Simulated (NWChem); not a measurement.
All runs are NWChem calculations. System: H₂FNSi, charge 1, spin multiplicity 2, at the geometry of a parent with another charge or spin, in a state set for the comparison that need not be this species' ground state. Its SCF solution wasn't tested for a lower state. Level: UPBE/aug-cc-pVDZ.

Job file:

```
start mol
memory heap 200 mb stack 900 mb global 1100 mb
charge 1
geometry units angstroms nocenter noautoz
  Si    -0.147054    -0.628142     0.000000
  F     -1.191968     0.644408     0.000000
  N      1.313085     0.268779     0.000000
  H      1.367610     1.284764     0.000000
  H      2.227256    -0.171903     0.000000
  symmetry group Cs
end
basis spherical
  * library aug-cc-pvdz
end
dft
  xc xpbe96 cpbe96
  odft
  mult 2
  semidirect memsize 60000000 filesize 0
  iterations 100
end
task dft energy
```

Part of the output:

```
             Northwest Computational Chemistry Package (NWChem) 7.3.0
             --------------------------------------------------------

                                NWChem Input Module
                                -------------------

 Scaling coordinates for geometry "geometry" by  1.889725989
 (inverse scale =  0.529177249)

 Turning off AUTOSYM since
 SYMMETRY directive was detected!

                             Geometry "geometry" -> ""
                             -------------------------

 Output coordinates in angstroms (scale by  1.889725989 to convert to a.u.)

  No.       Tag          Charge          X              Y              Z
 ---- ---------------- ---------- -------------- -------------- --------------
    1 Si                  14.0000    -0.14705400    -0.62814200     0.00000000
    2 F                    9.0000    -1.19196800     0.64440800     0.00000000
    3 N                    7.0000     1.31308500     0.26877900     0.00000000
    4 H                    1.0000     1.36761000     1.28476400     0.00000000
    5 H                    1.0000     2.22725600    -0.17190300     0.00000000

 Effective nuclear repulsion energy (a.u.)     100.7822267217

            Nuclear Dipole moment (a.u.)
            ----------------------------
        X                 Y               Z
 ---------------- ---------------- ----------------
    -0.0000132281    -0.0000037795     0.0000000000

      Symmetry information
      --------------------

 Group name             Cs
 Group number              2
 Group order               2
 No. of unique centers     5

      Symmetry unique atoms

     1    2    3    4    5


 Summary of "ao basis" -> "" (spherical)
 ------------------------------------------------------------------------------
       Tag                 Description            Shells   Functions and Types
 ---------------- ------------------------------  ------  ---------------------
 *                        aug-cc-pvdz                 on all atoms

  pbe96 is a nonlocal functional; adding pw91lda local functional.

                                 NWChem DFT Module
                                 -----------------

 Summary of "ao basis" -> "ao basis" (spherical)
 ------------------------------------------------------------------------------
       Tag                 Description            Shells   Functions and Types
 ---------------- ------------------------------  ------  ---------------------
 Si                       aug-cc-pvdz               11       27   5s4p2d
 F                        aug-cc-pvdz                9       23   4s3p2d
 N                        aug-cc-pvdz                9       23   4s3p2d
 H                        aug-cc-pvdz                5        9   3s2p

 Summary of "ao basis" -> "ao basis" (spherical)
 ------------------------------------------------------------------------------
       Tag                 Description            Shells   Functions and Types
 ---------------- ------------------------------  ------  ---------------------
 Si                       aug-cc-pvdz               11       27   5s4p2d
 F                        aug-cc-pvdz                9       23   4s3p2d
 N                        aug-cc-pvdz                9       23   4s3p2d
 H                        aug-cc-pvdz                5        9   3s2p

      Symmetry analysis of basis
      --------------------------

        a'         65
        a"         26

            General Information
            -------------------
          SCF calculation type: DFT
          Wavefunction type:  spin polarized.
          No. of atoms     :     5
          No. of electrons :    31
           Alpha electrons :    16
            Beta electrons :    15
          Charge           :     1
          Spin multiplicity:     2
          Use of symmetry is: on ; symmetry adaption is: on
          Maximum number of iterations: 100
          AO basis - number of functions:    91
                     number of shells:    39
          Convergence on energy requested:  1.00D-06
          Convergence on density requested:  1.00D-05
          Convergence on gradient requested:  5.00D-04

              XC Information
              --------------
          PerdewBurkeErnzerhof Exchange Functional  1.000
            Perdew 1991 LDA Correlation Functional  1.000 local
           PerdewBurkeErnz. Correlation Functional  1.000 non-local

             Grid Information
             ----------------
          Grid used for XC integration:  medium
          Radial quadrature: Mura-Knowles
          Angular quadrature: Lebedev.
          Tag              B.-S. Rad. Rad. Pts. Rad. Cut. Ang. Pts.
          ---              ---------- --------- --------- ---------
          Si                  1.10       88          13.0       590
          F                   0.50       49          13.0       434
          N                   0.65       49          11.0       434
          H                   0.35       45          14.0       434
          Grid pruning is: on
          Number of quadrature shells:   276
          Spatial weights used:  Erf1

          Convergence Information
          -----------------------
          Convergence aids based upon iterative change in
          total energy or number of iterations.
          Levelshifting, if invoked, occurs when the
          HOMO/LUMO gap drops below (HL_TOL):  1.00D-02
          DIIS, if invoked, will attempt to extrapolate
          using up to (NFOCK): 10 stored Fock matrices.

                    Damping( 0%)  Levelshifting(0.5)       DIIS
                  --------------- ------------------- ---------------
[...]
    55      0.203528  3 N  px                36      0.198091  2 F  py
    53     -0.165347  3 N  s                 56      0.152662  3 N  py
     9     -0.141922  1 Si px                13     -0.128340  1 Si py

 Vector   16  Occ=1.000000D+00  E=-5.122465D-01  Symmetry=a"
              MO Center=  9.8D-01,  1.4D-01,  1.8D-14, r^2= 1.5D+00
   Bfn.  Coefficient  Atom+Function         Bfn.  Coefficient  Atom+Function
  ----- ------------  ---------------      ----- ------------  ---------------
    57      0.534253  3 N  pz                60      0.365530  3 N  pz
    11      0.233353  1 Si pz                34     -0.185166  2 F  pz
    37     -0.120522  2 F  pz                14      0.115297  1 Si pz
    21     -0.072694  1 Si d  1              63      0.051598  3 N  pz
    40     -0.030582  2 F  pz

 Vector   17  Occ=0.000000D+00  E=-3.560112D-01  Symmetry=a"
              MO Center=  3.9D-03, -6.2D-01,  1.2D-15, r^2= 2.5D+00
   Bfn.  Coefficient  Atom+Function         Bfn.  Coefficient  Atom+Function
  ----- ------------  ---------------      ----- ------------  ---------------
    11      0.577875  1 Si pz                14      0.506160  1 Si pz
    57     -0.302453  3 N  pz                60     -0.227817  3 N  pz
    34     -0.182633  2 F  pz                37     -0.124124  2 F  pz
    19     -0.122295  1 Si d -1              63     -0.079221  3 N  pz
    40     -0.063917  2 F  pz                21      0.045539  1 Si d  1

 Vector   18  Occ=0.000000D+00  E=-2.812927D-01  Symmetry=a'
              MO Center= -9.9D-02, -8.8D-01, -3.5D-16, r^2= 2.9D+00
   Bfn.  Coefficient  Atom+Function         Bfn.  Coefficient  Atom+Function
  ----- ------------  ---------------      ----- ------------  ---------------
    12      0.554459  1 Si px                 9      0.448572  1 Si px
    13     -0.298535  1 Si py                18     -0.236678  1 Si d -2
     4     -0.227002  1 Si s                 10     -0.216436  1 Si py
    33     -0.208847  2 F  py                75      0.207250  4 H  s
    31      0.179651  2 F  s                 30      0.168370  2 F  s

 Vector   19  Occ=0.000000D+00  E=-2.158893D-01  Symmetry=a'
              MO Center=  4.8D-01, -1.7D-01,  2.6D-15, r^2= 5.3D+00
   Bfn.  Coefficient  Atom+Function         Bfn.  Coefficient  Atom+Function
  ----- ------------  ---------------      ----- ------------  ---------------
    13      0.471493  1 Si py                53     -0.473379  3 N  s
     4      0.331398  1 Si s                 10      0.297689  1 Si py
     5      0.289193  1 Si s                 31     -0.217110  2 F  s
    52     -0.217991  3 N  s                 20      0.207019  1 Si d  0
    30     -0.181748  2 F  s                 85      0.167710  5 H  s

                     DFT Final Beta Molecular Orbital Analysis
                     -----------------------------------------

 Vector   13  Occ=1.000000D+00  E=-6.179416D-01  Symmetry=a"
              MO Center= -1.1D+00,  5.3D-01, -8.1D-15, r^2= 7.9D-01
   Bfn.  Coefficient  Atom+Function         Bfn.  Coefficient  Atom+Function
  ----- ------------  ---------------      ----- ------------  ---------------
    34      0.626878  2 F  pz                37      0.398836  2 F  pz
    11      0.159523  1 Si pz                57      0.073885  3 N  pz
    40      0.059593  2 F  pz                14      0.056016  1 Si pz
    19      0.049629  1 Si d -1              60      0.045546  3 N  pz
    21      0.029175  1 Si d  1

 Vector   14  Occ=1.000000D+00  E=-6.009738D-01  Symmetry=a'
              MO Center= -9.2D-01,  4.8D-01, -1.9D-15, r^2= 1.3D+00
   Bfn.  Coefficient  Atom+Function         Bfn.  Coefficient  Atom+Function
  ----- ------------  ---------------      ----- ------------  ---------------
    32      0.581923  2 F  px                35      0.370760  2 F  px
    33      0.225552  2 F  py                55      0.150481  3 N  px
    36      0.147801  2 F  py                83      0.133624  5 H  s
     3     -0.109324  1 Si s                 10      0.099922  1 Si py
     4     -0.094685  1 Si s                 84      0.077077  5 H  s

 Vector   15  Occ=1.000000D+00  E=-5.096804D-01  Symmetry=a"
              MO Center=  1.0D+00,  1.7D-01, -2.7D-15, r^2= 1.4D+00
   Bfn.  Coefficient  Atom+Function         Bfn.  Coefficient  Atom+Function
  ----- ------------  ---------------      ----- ------------  ---------------
    57      0.549692  3 N  pz                60      0.379153  3 N  pz
    11      0.195582  1 Si pz                34     -0.170079  2 F  pz
    37     -0.112663  2 F  pz                14      0.092169  1 Si pz
    21     -0.073058  1 Si d  1              63      0.056498  3 N  pz
    40     -0.028033  2 F  pz

 Vector   16  Occ=0.000000D+00  E=-4.767129D-01  Symmetry=a'
              MO Center= -1.8D-01, -7.8D-01,  7.0D-15, r^2= 2.1D+00
   Bfn.  Coefficient  Atom+Function         Bfn.  Coefficient  Atom+Function
  ----- ------------  ---------------      ----- ------------  ---------------
     4      0.549831  1 Si s                  3      0.389677  1 Si s
    10     -0.345646  1 Si py                33      0.264608  2 F  py
    53     -0.202963  3 N  s                 36      0.188880  2 F  py
    55      0.181140  3 N  px                56      0.144168  3 N  py
     9     -0.130048  1 Si px                13     -0.120927  1 Si py

 Vector   17  Occ=0.000000D+00  E=-3.195509D-01  Symmetry=a"
              MO Center= -1.8D-02, -5.8D-01, -3.2D-15, r^2= 2.5D+00
   Bfn.  Coefficient  Atom+Function         Bfn.  Coefficient  Atom+Function
  ----- ------------  ---------------      ----- ------------  ---------------
    11      0.580902  1 Si pz                14      0.559696  1 Si pz
    57     -0.283956  3 N  pz                60     -0.228825  3 N  pz
    34     -0.191726  2 F  pz                37     -0.137523  2 F  pz
    63     -0.086769  3 N  pz                40     -0.074387  2 F  pz
    19     -0.043974  1 Si d -1              17      0.040735  1 Si pz

 Vector   18  Occ=0.000000D+00  E=-2.475830D-01  Symmetry=a'
              MO Center= -1.7D-02, -7.7D-01, -3.1D-15, r^2= 3.4D+00
   Bfn.  Coefficient  Atom+Function         Bfn.  Coefficient  Atom+Function
  ----- ------------  ---------------      ----- ------------  ---------------
    12      0.658584  1 Si px                 9      0.433670  1 Si px
    13     -0.341863  1 Si py                31      0.307576  2 F  s
     4     -0.250496  1 Si s                 10     -0.229991  1 Si py
    30      0.223806  2 F  s                 75      0.224466  4 H  s
    53     -0.207652  3 N  s                 33     -0.202192  2 F  py

   alpha - beta orbital overlaps
   -----------------------------

   alpha      1      2      3      4      5      6      7      8      9     10
    beta      1      2      3      4      5      6      7      8      9     10
 overlap   1.000  1.000  1.000  1.000  1.000  0.799  0.799  1.000  1.000  0.991

   alpha     11     12     13     14     15     16     17     18     19     20
    beta     11     12     13     14     16     15     17     18     19     20
 overlap   0.996  0.997  1.000  0.984  0.980  0.998  0.994  0.994  0.965  0.946

   alpha     21     22     23     24     25     26     27     28     29     30
    beta     21     22     23     24     26     25     27     28     29     30
 overlap   0.923  0.924  0.996  0.991  0.940  0.991  0.919  0.910  0.876  0.970

   alpha     31     32     33     34     35     36     37     38     39     40
    beta     31     32     33     34     35     36     38     37     39     40
 overlap   0.976  0.965  0.978  0.993  0.991  0.984  0.984  0.990  0.982  0.993

   alpha     41     42     43     44     45     46     47     48     49     50
    beta     42     41     44     43     45     46     48     49     48     47
 overlap   0.960  0.979  0.939  0.976  0.979  0.945  0.694  0.726  0.709  0.754

   alpha     51     52     53     54     55     56     57     58     59     60
    beta     51     52     53     54     55     57     56     58     59     60
 overlap   0.985  0.991  0.987  0.990  0.976  0.980  0.998  0.986  0.998  0.999

   alpha     61     62     63     64     65     66     67     68     69     70
    beta     61     62     63     64     65     66     67     68     69     70
 overlap   1.000  1.000  0.999  1.000  0.999  0.999  0.998  0.998  0.999  0.999

   alpha     71     72     73     74     75     76     77     78     79     80
    beta     71     72     73     74     75     76     77     78     79     80
 overlap   0.999  0.999  1.000  0.999  1.000  1.000  1.000  1.000  1.000  1.000

   alpha     81     82     83     84     85     86     87     88     89     90
    beta     81     82     83     84     85     86     87     88     89     90
 overlap   1.000  1.000  0.999  0.999  1.000  1.000  0.999  0.999  0.999  0.996

   alpha     91
    beta     91
 overlap   0.997

     --------------------------
     Expectation value of S2:
     --------------------------
      <S2> =      0.7554 (Exact =     0.7500)

 center of mass
 --------------
 x =  -0.14247442 y =  -0.01336323 z =   0.00000000

 moments of inertia (a.u.)
 ------------------
          77.241155021544          20.409452935704           0.000000000000
          20.409452935704         208.079054401495           0.000000000000
           0.000000000000           0.000000000000         285.320209423038

     Multipole analysis of the density
     ---------------------------------

     L   x y z        total         alpha         beta         nuclear
     -   - - -        -----         -----         ----         -------
     0   0 0 0      1.000000    -16.000000    -15.000000     32.000000

     1   1 0 0      1.018805      0.751110      0.267707     -0.000013
     1   0 1 0     -0.986455      0.390695     -1.377146     -0.000004
     1   0 0 1      0.000000      0.000000     -0.000000      0.000000

     2   2 0 0    -10.427702    -63.474509    -61.192289    114.239096
     2   1 1 0      2.036367      3.732972      4.642536     -6.339141
     2   1 0 1     -0.000000     -0.000000      0.000000      0.000000
     2   0 2 0    -11.250348    -29.165766    -22.962885     40.878303
     2   0 1 1      0.000000      0.000000      0.000000      0.000000
     2   0 0 2    -15.380499     -8.391981     -6.988518      0.000000

 Task  times  cpu:        4.9s     wall:        4.9s

 Total times  cpu:        4.9s     wall:        4.9s
```
